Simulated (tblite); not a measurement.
Compound: C8H10GeO.
SMILES with atom numbers: `[GeH3:1][O:2][C:3]1=[CH:4][C@@H:5]2[C@@H:6]3[CH:7]=[CH:8][C@H:9]1[C@H:10]23` (hydrogens: H11, H12, H13 on Ge1; H14 on C4; H15 on C5; H16 on C6; H17 on C7; H18 on C8; H19 on C9; H20 on C10)

Computed with GFN2-xTB (tblite), gas phase: L-BFGS steps from a force-field or distance-geometry start until the largest atomic force falls under 0.01 eV/Å.

Step 8: E = -766.8025 eV
```
atom  x, y, z in Å  |  force x, y, z in eV/Å
Ge1     3.2633   -0.3112   -0.3648    0.159  -0.183   0.215
O2      1.7173    0.1019   -1.0772   -0.167   0.013  -0.307
C3      0.5737    0.4507   -0.4440   -0.053   0.007   0.084
C4      0.4279    0.8078    0.8369    0.005  -0.114  -0.228
C5     -0.9843    1.0217    1.1518    0.226   0.092  -0.038
C6     -1.9975   -0.1071    0.8994   -0.142  -0.078  -0.323
C7     -1.6390   -1.3820    0.2491   -0.071   0.107   0.102
C8     -1.0538   -1.1731   -0.9320    0.032  -0.054   0.170
C9     -0.7910    0.3060   -1.1335    0.020  -0.154   0.233
C10    -1.7511    0.9667   -0.1385    0.005   0.002   0.314
H11     4.2608    0.7677   -0.6091   -0.051   0.237  -0.087
H12     3.7257   -1.5611   -1.0318   -0.118  -0.069  -0.154
H13     3.0881   -0.5314    1.1007    0.005  -0.060   0.094
H14     1.2364    0.9527    1.5375   -0.106  -0.043  -0.013
H15    -1.2116    1.7164    1.9458   -0.181   0.000   0.032
H16    -2.8516   -0.0919    1.5594   -0.102  -0.003  -0.061
H17    -1.9451   -2.3286    0.6724    0.217   0.105  -0.075
H18    -0.7230   -1.9319   -1.6251    0.095   0.149   0.112
H19    -0.8488    0.6582   -2.1590    0.128  -0.001  -0.040
H20    -2.5016    1.6792   -0.4412    0.099   0.049  -0.030
```

Step 9: E = -766.8224 eV
```
atom  x, y, z in Å  |  force x, y, z in eV/Å
Ge1     3.2565   -0.3126   -0.3631    0.221  -0.169   0.185
O2      1.7110    0.0986   -1.0859   -0.096  -0.004  -0.179
C3      0.5740    0.4458   -0.4420   -0.048   0.009  -0.139
C4      0.4245    0.8053    0.8334    0.080  -0.050   0.026
C5     -0.9828    1.0227    1.1518    0.100  -0.019  -0.053
C6     -1.9990   -0.1088    0.8937   -0.159   0.080  -0.278
C7     -1.6413   -1.3791    0.2449    0.015   0.071   0.149
C8     -1.0451   -1.1729   -0.9301   -0.031  -0.056   0.194
C9     -0.7856    0.3048   -1.1287   -0.171  -0.054   0.098
C10    -1.7517    0.9712   -0.1340    0.079  -0.019   0.056
H11     4.2478    0.7795   -0.6140   -0.098   0.144  -0.059
H12     3.7129   -1.5638   -1.0417   -0.112  -0.008  -0.109
H13     3.0911   -0.5380    1.1097   -0.003  -0.039  -0.012
H14     1.2244    0.9521    1.5394    0.005  -0.044   0.034
H15    -1.2172    1.7039    1.9533   -0.147   0.053   0.055
H16    -2.8494   -0.0967    1.5548   -0.164   0.011  -0.004
H17    -1.9314   -2.3207    0.6835    0.160   0.005  -0.087
H18    -0.7137   -1.9339   -1.6181    0.124   0.132   0.069
H19    -0.8468    0.6535   -2.1569    0.145   0.009  -0.002
H20    -2.4836    1.6996   -0.4532    0.098  -0.055   0.054
```

Step 10: E = -766.8355 eV
```
atom  x, y, z in Å  |  force x, y, z in eV/Å
Ge1     3.2560   -0.3164   -0.3591    0.164  -0.090   0.076
O2      1.7054    0.0963   -1.0948    0.024  -0.040  -0.058
C3      0.5737    0.4425   -0.4437   -0.042   0.037  -0.096
C4      0.4240    0.8028    0.8320    0.078  -0.050   0.019
C5     -0.9805    1.0233    1.1513   -0.009  -0.054   0.022
C6     -2.0036   -0.1080    0.8861   -0.160   0.127  -0.100
C7     -1.6423   -1.3762    0.2445    0.013   0.020   0.214
C8     -1.0401   -1.1735   -0.9251    0.000  -0.013   0.063
C9     -0.7851    0.3033   -1.1246   -0.195   0.015  -0.035
C10    -1.7505    0.9740   -0.1303    0.060   0.034  -0.176
H11     4.2375    0.7899   -0.6182   -0.131   0.064  -0.031
H12     3.7027   -1.5659   -1.0502   -0.092   0.016  -0.080
H13     3.0929   -0.5430    1.1156   -0.010  -0.032  -0.047
H14     1.2169    0.9509    1.5412    0.106  -0.040   0.078
H15    -1.2235    1.6965    1.9588   -0.092   0.039   0.012
H16    -2.8506   -0.0996    1.5514   -0.172   0.032   0.002
H17    -1.9196   -2.3156    0.6891    0.108  -0.078  -0.053
H18    -0.7052   -1.9327   -1.6122    0.138   0.111   0.060
H19    -0.8427    0.6504   -2.1549    0.124   0.003   0.027
H20    -2.4703    1.7119   -0.4600    0.089  -0.101   0.102
```

Step 11: E = -766.8455 eV
```
atom  x, y, z in Å  |  force x, y, z in eV/Å
Ge1     3.2583   -0.3209   -0.3547    0.058  -0.001  -0.044
O2      1.7015    0.0936   -1.1024    0.086  -0.057   0.064
C3      0.5725    0.4409   -0.4461    0.009   0.017  -0.081
C4      0.4247    0.7997    0.8305    0.049  -0.028   0.075
C5     -0.9789    1.0230    1.1515   -0.097  -0.078   0.024
C6     -2.0108   -0.1052    0.8784   -0.116   0.134   0.071
C7     -1.6424   -1.3733    0.2478    0.027  -0.017   0.146
C8     -1.0363   -1.1743   -0.9197   -0.002   0.038   0.017
C9     -0.7880    0.3018   -1.1224   -0.093   0.060  -0.121
C10    -1.7484    0.9769   -0.1304    0.050   0.019  -0.205
H11     4.2265    0.7991   -0.6221   -0.138   0.005  -0.008
H12     3.6926   -1.5671   -1.0585   -0.063   0.018  -0.063
H13     3.0942   -0.5476    1.1192   -0.013  -0.033  -0.048
H14     1.2131    0.9492    1.5445    0.130  -0.049   0.055
H15    -1.2300    1.6908    1.9632   -0.037   0.020  -0.039
H16    -2.8546   -0.1012    1.5485   -0.166   0.063  -0.014
H17    -1.9083   -2.3133    0.6931    0.064  -0.126  -0.003
H18    -0.6957   -1.9298   -1.6064    0.146   0.076   0.058
H19    -0.8374    0.6482   -2.1534    0.085  -0.003   0.020
H20    -2.4580    1.7201   -0.4636    0.022  -0.059   0.094
```

Question: Estimate the geometry and energy of step 12. (The exact step hangs on the optimiser's Hessian estimate; all steps are aligned on step 11, rigid shifts and turns removed.)

Answer: E = -766.8530 eV, largest force 0.187 eV/Å
```
atom  x, y, z in Å  |  force x, y, z in eV/Å
Ge1     3.2607   -0.3245   -0.3521   -0.037   0.052  -0.115
O2      1.6997    0.0902   -1.1064    0.098  -0.059   0.133
C3      0.5716    0.4404   -0.4488    0.044   0.008   0.016
C4      0.4258    0.7965    0.8308   -0.001  -0.030   0.051
C5     -0.9793    1.0212    1.1516   -0.097  -0.058   0.026
C6     -2.0186   -0.1005    0.8727   -0.049   0.048   0.155
C7     -1.6412   -1.3709    0.2526    0.016  -0.025   0.069
C8     -1.0337   -1.1744   -0.9147    0.001   0.066  -0.010
C9     -0.7913    0.3013   -1.1229    0.051   0.054  -0.109
C10    -1.7456    0.9791   -0.1335   -0.005   0.014  -0.135
H11     4.2143    0.8065   -0.6254   -0.119  -0.018   0.004
H12     3.6829   -1.5673   -1.0662   -0.033   0.009  -0.056
H13     3.0953   -0.5520    1.1206   -0.011  -0.035  -0.043
H14     1.2124    0.9470    1.5485    0.106  -0.062   0.006
H15    -1.2356    1.6860    1.9664    0.003   0.006  -0.092
H16    -2.8606   -0.1015    1.5461   -0.155   0.097  -0.041
H17    -1.8979   -2.3135    0.6969    0.042  -0.115   0.028
H18    -0.6849   -1.9266   -1.6007    0.140   0.055   0.073
H19    -0.8318    0.6466   -2.1529    0.044   0.001  -0.028
H20    -2.4473    1.7269   -0.4656   -0.039  -0.008   0.067
```

The energy changes by -0.0076 eV. The first-order estimate −F·Δx gives -0.0105 eV and the mean of the old and new forces, exact on a quadratic surface, -0.0075 eV. The step makes an angle of 60° with the force vector and moves no atom by more than 0.015 Å.

What follows is the cost of the whole relaxation. On one thread, Arm Neoverse N1 (aarch64), no GPU, on a shared host, this took 1.4 s.
